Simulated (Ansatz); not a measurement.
Cost and result for the atomization energy of C$_{2}$H$_{7}$AlClN, SMILES `C[NH][Al]([CH3])[Cl]` (12 atoms, 11 bonds).

```xyz
12

C     0.7741    1.3074    1.1483
N     0.3128   -0.0605    1.2437
Al   -0.3875   -1.0817   -0.0097
C    -0.6793   -0.5190   -1.8405
Cl   -0.9132   -3.0263    0.6123
H     1.8409    1.4049    1.3821
H     0.6341    1.6809    0.1309
H     0.2237    1.9806    1.8161
H     0.4279   -0.4378    2.1727
H    -0.1407   -1.1700   -2.5352
H    -0.3533    0.5083   -2.0195
H    -1.7395   -0.5868   -2.1012
```

The species carries charge 0 and has multiplicity 1. Geometry: relaxed with PBE0-D4/def2-TZVP. It is one conformer, not always the lowest. Program: Ansatz. All runs use 4 threads of a server CPU on a shared host. Times are those of one run each, without the atoms' runs, and a repeat can differ threefold. Electronic energies, without spin–orbit coupling; frozen cores. CCSD(T)/CBS adds CCSD(T) − MP2 in def2-TZVPP to the MP2 limit, and its time is that of the two runs behind it. T1 = 0.010. B3LYP takes the VWN-RPA correlation (the form of Gaussian; ORCA's B3LYP/G). HSE06 is the plane-wave form, built on full-range PBE exchange.

CCSD(T)/CBS is a level of theory with its own doubt, some kJ/mol a heavy atom from the limit and from the frozen cores, so smaller differences don't rank the functionals.

```csv
level,functions,wall time
LDA (SPW92)/def2-TZVPP,275,2.5 s
PBE-D4/def2-TZVPP (with forces),275,3.9 s
PBE0-D4/def2-TZVPP,275,4.8 s
CAM-B3LYP-D4/def2-TZVPP,275,5.5 s
HSE06-D4/def2-TZVPP,275,6 s
B3LYP-D4/def2-TZVPP (with forces),275,7 s
r2SCANh-D4/def2-TZVPP,275,7.5 s
CCSD(T)/def2-SVP,113,8 s
PBE-QIDH/def2-TZVPP,275,8.5 s
B2PLYP/def2-TZVPP,275,9 s
MP2/def2-QZVPP,521,40 s
CCSD(T)/def2-TZVPP,275,3.9 min
CCSD(T)/CBS(def2),–,4.6 min
```

(1) What atomization energy does each give, and how far from CCSD(T)/CBS? (Estimate.)

Answers

(1) Computed: 
```tsv
level	atomization (kJ/mol)	difference from CCSD(T)/CBS	per bond
LDA (SPW92)/def2-TZVPP	4931.9	553.7	50.3
PBE-D4/def2-TZVPP (with forces)	4432.7	54.5	5.0
PBE0-D4/def2-TZVPP	4377.5	-0.7	-0.1
CAM-B3LYP-D4/def2-TZVPP	4392.8	14.6	1.3
HSE06-D4/def2-TZVPP	4380.3	2.1	0.2
B3LYP-D4/def2-TZVPP (with forces)	4374.1	-4.1	-0.4
r2SCANh-D4/def2-TZVPP	4361.9	-16.3	-1.5
CCSD(T)/def2-SVP	4138.7	-239.5	-21.8
PBE-QIDH/def2-TZVPP	4349.9	-28.3	-2.6
B2PLYP/def2-TZVPP	4329.3	-48.9	-4.4
MP2/def2-QZVPP	4387.1	8.9	0.8
CCSD(T)/def2-TZVPP	4263.6	-114.6	-10.4
CCSD(T)/CBS(def2)	4378.2	0.0	0.0
```

From r2SCAN to r2SCAN0 (25 % exact exchange), in def2-TZVPP and without D4, the atomization energy moves by −51.8 kJ/mol: exact exchange takes away binding that semilocal exchange gives to molecules. Leaving LDA and LC-ωPBE aside and taking each functional with its dispersion term where it has one, the values, not all of them listed here, spread over 158.0 kJ/mol, from BHLYP-D4 to PBE-D4. LDA lies +522.3 kJ/mol from PBE without D4, its usual overbinding. In def2-TZVPP, CCSD(T) changes the Hartree–Fock value by +1021.1 kJ/mol (the triples alone add +56.3 kJ/mol) and MP2 by +1076.6 kJ/mol; breaking electron pairs costs correlation energy, which Hartree–Fock lacks.
